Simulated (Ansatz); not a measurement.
Geometry optimisation, RKS B3LYP-D4/def2-SVP in Ansatz.

Input:

```yaml
crystal:
  periodic: [false, false, false]
  atoms:
    - { symbol: Si, position_ang: [-0.632775, 0.118804, -1.312252] }
    - { symbol: Cl, position_ang: [2.762778, -0.07127, -1.779147] }
    - { symbol: F, position_ang: [-0.333801, 1.574125, -1.924667] }
    - { symbol: F, position_ang: [-2.218392, 0.052017, -1.004829] }
    - { symbol: H, position_ang: [-0.257258, -0.949803, -2.240198] }
    - { symbol: H, position_ang: [2.288205, -0.014943, -0.556903] }
    - { symbol: O, position_ang: [0.152056, -0.013371, 0.202086] }
    - { symbol: Si, position_ang: [-0.346863, -0.143207, 1.804349] }
    - { symbol: H, position_ang: [-1.207886, -1.345891, 1.975374] }
    - { symbol: H, position_ang: [0.888216, -0.282729, 2.619624] }
    - { symbol: H, position_ang: [-1.09418, 1.076169, 2.216463] }
basis:
  gaussian: { orbitals: def2-SVP }
hamiltonian:
  xc: b3lyp
  dispersion: d4
relax:
  f_tol: 0.03
  max_steps: 50
```

Launched with:

```bash
$ ansatz run input.yaml --threads 4 --pin off --max-ram 5120MiB --backend cpu --events-out ev --progress --plain --runs-dir out
```

Where does it end, and by what steps?

It converged. The force dipped under the threshold on the way, but the program's further checks kept it going. After 15 steps the energy has fallen by 0.105 eV; Cl2 moved furthest, 0.59 Å.

```json
{"step": "0", "energy less start (eV)": "0.0000", "largest force component (eV/Å)": "1.617", "accepted": "yes"}
{"step": "1", "energy less start (eV)": "-0.0243", "largest force component (eV/Å)": "1.134", "accepted": "yes"}
{"step": "2", "energy less start (eV)": "-0.0780", "largest force component (eV/Å)": "0.464", "accepted": "yes"}
{"step": "3", "energy less start (eV)": "-0.0823", "largest force component (eV/Å)": "0.255", "accepted": "yes"}
{"step": "4", "energy less start (eV)": "-0.0917", "largest force component (eV/Å)": "0.203", "accepted": "yes"}
{"step": "5", "energy less start (eV)": "-0.0976", "largest force component (eV/Å)": "0.072", "accepted": "yes"}
{"step": "6", "energy less start (eV)": "-0.0960", "largest force component (eV/Å)": "0.242", "accepted": "no"}
{"step": "7", "energy less start (eV)": "-0.0993", "largest force component (eV/Å)": "0.016", "accepted": "yes"}
{"step": "8", "energy less start (eV)": "-0.1011", "largest force component (eV/Å)": "0.072", "accepted": "yes"}
{"step": "9", "energy less start (eV)": "-0.1019", "largest force component (eV/Å)": "0.099", "accepted": "yes"}
{"step": "10", "energy less start (eV)": "-0.1028", "largest force component (eV/Å)": "0.073", "accepted": "yes"}
{"step": "11", "energy less start (eV)": "-0.1036", "largest force component (eV/Å)": "0.047", "accepted": "yes"}
{"step": "12", "energy less start (eV)": "-0.1043", "largest force component (eV/Å)": "0.054", "accepted": "yes"}
{"step": "13", "energy less start (eV)": "-0.1045", "largest force component (eV/Å)": "0.059", "accepted": "yes"}
{"step": "14", "energy less start (eV)": "-0.1048", "largest force component (eV/Å)": "0.036", "accepted": "yes"}
{"step": "15", "energy less start (eV)": "-0.1050", "largest force component (eV/Å)": "0.028", "accepted": "yes"}
```

```xyz
11
Properties=species:S:1:pos:R:3
Si -0.727 0.149 -1.353
Cl 2.989 -0.180 -1.245
F -0.603 1.712 -1.710
F -2.295 -0.148 -1.116
H -0.200 -0.676 -2.441
H 1.940 -0.310 -0.489
O 0.056 -0.154 0.061
Si -0.239 -0.106 1.727
H -1.051 -1.290 2.113
H 1.091 -0.146 2.386
H -0.961 1.149 2.067
```

Run time: 55 s on 4 threads of Arm Neoverse N1 (shared host), peak memory 0.32 GiB.
